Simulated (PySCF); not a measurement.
Delta-SCF ions had no search for a lower state. Excitations are Tamm–Dancoff values on a coarser integration grid. The basis has no diffuse functions, so Rydberg states are missing or too high.

Cartesian coordinates (Å):
```xyz
10

C     -1.6480    -0.5412    -0.1418
C     -0.6662     0.5363     0.2250
C      0.6451     0.4184     0.2219
Si     2.3247     0.2055     0.1996
H     -2.2819    -0.2130    -0.9814
H     -1.1337    -1.4681    -0.4230
H     -2.3245    -0.7474     0.7033
H     -1.1114     1.5001     0.5187
H      3.1311     0.5389    -1.0014
H      3.0648    -0.2296     1.4107
```
Charge 0, spin multiplicity 1.

Q: What vertical ionisation energy (Delta-SCF), brightest of the four lowest singlets (TDA), T1 excitation (TDA), S1 excitation (TDA), HOMO, S1–T1 gap (TDA), total energy and HOMO–LUMO gap does PBE-D3(BJ)/def2-TZVP (PySCF) give?

A: 
- vertical ionisation energy (Delta-SCF) = 8.07 eV
- brightest of the four lowest singlets (TDA) = 5.19 eV
- T1 excitation (TDA) = 2.55 eV
- S1 excitation (TDA) = 3.86 eV
- HOMO = -5.21 eV
- S1–T1 gap (TDA) = 1.31 eV
- total energy = -11077.01 eV
- HOMO–LUMO gap = 3.39 eV
